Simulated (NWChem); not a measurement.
System: GaHCl₂; SMILES [Cl][GaH][Cl]

The following NWChem deck was run.

```
start job
memory heap 200 mb stack 900 mb global 1100 mb
geometry units angstroms noautoz
  Ga     0.000000     0.000000    -0.567452
  H      0.000000     0.000000    -2.126043
  Cl    -1.818236     0.000000     0.585321
  Cl     1.818236     0.000000     0.585321
end
basis spherical
  Ga library aug-cc-pvdz
  H library aug-cc-pvdz
  Cl library aug-cc-pvdz
end
dft
  xc b3lyp
  iterations 150
  vectors input atomic output neutral.movecs
end
task dft energy
charge 1
dft
  odft
  mult 2
  vectors input atomic output cation.movecs
end
task dft energy
charge -1
dft
  odft
  mult 2
  vectors input atomic output anion.movecs
end
task dft energy
```

Coordinates come from a PBE-D3(BJ)/def2-SVP optimisation.

Ions are spin-unrestricted doublets at the neutral geometry; other ion states weren't tried.

Q: What results follow from this input? (B3LYP/aug-cc-pVDZ, vertical spin-unrestricted ions.) Quantities: vertical ionisation energy, ΔSCF (eV); −ε(HOMO) (eV).

A: 
| Item | Value |
|---|---|
| vertical ionisation energy, ΔSCF (eV) | 11.31 |
| −ε(HOMO) (eV) | 8.90 |
